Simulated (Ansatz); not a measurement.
Molecule: sum formula CuOClH₂, charge 0, multiplicity 1. 
Geometry from a B3LYP-D3(BJ)/def2-TZVP (Ansatz, a first-principles code) optimisation:
SMILES: [OH2]->[Cu][Cl]
```xyz
5

Cu    -0.0357    -0.2217     0.1465
Cl     0.1124     1.5114    -1.0096
O     -0.1611    -1.8568     1.2385
H      0.1522    -1.7713     2.1474
H      0.2612    -2.6385     0.8613
```

Property: vertical ionisation energy (to the doublet state of charge +1; each state is the SCF solution reached for its spin; for the doublet the Hartree-Fock reference is unstable and T1 is 0.029), in eV. Correlated levels leave the core frozen unless marked. UHF or UKS for open shells. Spin-orbit coupling is left out. The frozen core is the preceding noble-gas configuration, with the filled d and f shells of earlier blocks. Non-relativistic. Basis-set limits of correlation are two-point, X^-3; Hartree-Fock from the larger set. The program attaches cautions to a run behind CCSD(T)/def2-SVPD: other roots.

```tsv
level	program	vertical ionisation energy (eV)
HF/def2-TZVPPD	Ansatz	6.80
HF/def2-QZVPPD	Ansatz	6.72
r2SCAN/def2-TZVPD	Ansatz	8.94
B3LYP/def2-TZVPD	Ansatz	9.15
RI-MP2/CBS(def2-TZVPPD,def2-QZVPPD)	Ansatz	10.86
CCSD(T)/def2-SVPD	Ansatz	9.14
```
